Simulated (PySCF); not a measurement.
This PySCF input asks for the NMR shieldings of `InChI=1S/C3H10OSSi2/c4-5-2-1-3(6)7/h1-3,5H,6-7H3/b2-1-`; the geometry comes from GFN2-xTB.

```python
import basis_set_exchange as bse
import numpy as np
from pyscf import gto, dft
from pyscf.prop import nmr

atoms = """
O     3.630529   -1.578041    1.048329
S     2.465014   -0.696474    1.012836
C     1.457076   -1.266889   -0.381723
C     0.233714   -0.808695   -0.598619
C    -0.423724    0.247677    0.198643
Si   -0.594984    1.827944   -0.867775
Si   -2.090481   -0.394178    0.884045
H     2.899316    0.444432    0.270351
H     1.930894   -2.048137   -0.953896
H    -0.339426   -1.204462   -1.429268
H     0.216223    0.496141    1.050010
H    -1.183248    2.884689   -0.046376
H    -1.443934    1.546010   -2.025750
H     0.738561    2.226945   -1.326125
H    -2.965403   -0.746333   -0.235821
H    -1.835954   -1.581073    1.701661
H    -2.701172    0.662474    1.689568
"""
names = dict.fromkeys(["O", "S", "C", "Si", "H"], "pcSseg-1")
basis = {el: gto.basis.parse(bse.get_basis(n, elements=[el], fmt="nwchem")) for el, n in names.items()}
mol = gto.M(atom=atoms, basis=basis, charge=0, verbose=0)
mf = dft.RKS(mol, xc="PBE0")
mf.grids.level = 2
mf.grids.alignment = dft.numint.BLKSIZE   # the property module wants whole blocks of grid points
mf.conv_tol = 1e-9
mf.kernel()

calc = nmr.RKS(mf)   # GIAO
C = mf.mo_coeff
Co = C[:, mf.mo_occ > 0]
resp = mf.gen_response(singlet=True, hermi=2)
def vind(x):   # induced exchange potential for any number of trial vectors
    d = np.einsum("pi,xij,qj->xpq", C, 2 * x.reshape(-1, C.shape[1], Co.shape[1]), Co, optimize=True)
    return np.einsum("xpq,pi,qj->xij", resp(d - d.transpose(0, 2, 1)), C, Co, optimize=True).ravel()
mo1, _ = nmr.rhf.solve_mo1(calc, with_cphf=vind)
sigma = calc.kernel(mo1)
for i, s in enumerate(sigma):   # ppm
    print("%2d %-2s %9.2f" % (i, mol.atom_pure_symbol(i), np.trace(s) / 3))
```

Q: What are the results?

A: 
```
 0 O     339.31
 1 S     194.84
 2 C      38.74
 3 C      45.14
 4 C     173.50
 5 Si    417.48
 6 Si    416.57
 7 H      21.01
 8 H      25.31
 9 H      25.68
10 H      30.29
11 H      27.65
12 H      27.80
13 H      27.78
14 H      27.84
15 H      27.71
16 H      27.71
```

These numbers come from an equivalent density-fitted implementation of the same equations, which agrees with the script to about 0.01 ppm for H and up to a few tenths of a ppm for heavy atoms, so last digits may differ.

Q: Turn these shieldings into chemical shifts. Shifts are taken against calculated references (same method and geometry level): ¹⁷O (σref 336.08) vs H2O; CS2 for ³³S (σref 503.73); ¹³C (σref 186.93), ²⁹Si (σref 349.16), ¹H (σref 31.72) against TMS.

A: Averaging equivalent atoms: O 0: -3.2; S 1: 309; C 2: 148.2; C 3: 141.8; C 4: 13.4; Si 5/6: -67.9; H 7: 10.70; H 8: 6.40; H 9: 6.03; H 11/12/13/14/15/16: 3.97; H 10: 1.42 ppm. Experimental scales use liquid or dissolved standards, which lie at an offset from isolated H2O (liquid H2O: subtract about 36 ppm).

Size and cost of the density-fitted run: 190 basis functions, 93 s wall time on 1 thread of an Intel Xeon, shared host; peak memory 0.85 GiB.
